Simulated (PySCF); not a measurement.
How methods differ on the ionisation energy of Kr

Kr [Kr] (1S) → Kr⁺ [Ar] 3d10 4s2 4p5 (2P), as a difference of total energies. All numbers are calculated (PySCF 2.14, the spin-free X2C one-electron Hamiltonian (Gaussian nucleus), in ANO-RCC-VTZP (6s5p3d1f, 43 functions)). Correlated levels: valence: [Ar] 3d10 frozen; valence and next inner shell: [Ne] frozen. The calculations carry no spin-orbit coupling.

```
                                method  ionisation energy (eV)  plus first-order spin-orbit estimate  error of that sum (eV)
                                   UHF                  13.046                                12.839                  -1.161
                                   LDA                  14.365                                14.158                  +0.158
                                   PBE                  14.045                                13.838                  -0.162
                                  PBE0                  14.086                                13.879                  -0.121
                                r2SCAN                  14.168                                13.961                  -0.039
                                 M06-L                  13.787                                13.579                  -0.421
                               LC-wPBE                  14.110                                13.903                  -0.097
                                B2PLYP                  14.040                                13.833                  -0.167
                                 B3LYP                  14.159                                13.952                  -0.048
                         MP2 (valence)                  13.997                                13.789                  -0.211
                     SCS-MP2 (valence)                  13.911                                13.703                  -0.297
    MP2 (valence and next inner shell)                  14.056                                13.849                  -0.151
SCS-MP2 (valence and next inner shell)                  13.951                                13.743                  -0.257
```

Reference: 14.000 eV (measured; NIST Atomic Spectra Database, ionization energies).

A first-order spin-orbit estimate (lowest level to lowest level, LS coupling) adds -0.207 eV.

Errors of the correlated levels include the incompleteness of this basis and the frozen core.
